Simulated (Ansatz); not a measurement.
Mulliken charges of CH$_{3}$NSZn (`N[C](=S)[ZnH]`) from ωB97M-V/def2-TZVPP in Ansatz (PBE0-D4/def2-TZVP geometry).

| atom | x (Å) | y (Å) | z (Å) | charge (e) |
| --- | --- | --- | --- | --- |
| N1 | -0.974 | 0.317 | 0.927 | -0.192 |
| C2 | 0.075 | -0.057 | 0.223 | 0.082 |
| S3 | 1.469 | -0.693 | 0.891 | -0.280 |
| Zn4 | 0.824 | -0.214 | -1.555 | 0.179 |
| H5 | -0.976 | 0.230 | 1.937 | 0.134 |
| H6 | -1.792 | 0.694 | 0.481 | 0.166 |
| H7 | 1.435 | -0.346 | -2.949 | -0.088 |

Question: By hand: the dipole of these point charges (1 e Å = 4.8032 D).

Answer: Σ q r = (-0.625, 0.267, -0.089) e Å, of length 0.685 e Å = 3.29 D.

Question: How does the dipole of the full density compare? (Estimate.)

Answer: Ansatz gave: (-0.777, 0.310, 0.141) e Å, 4.07 D; the point charges give 0.81 times that, at 17° from its direction.

Point charges leave out the atoms' own dipoles, such as those of lone pairs, and Mulliken's split depends on the basis, so the two needn't agree.
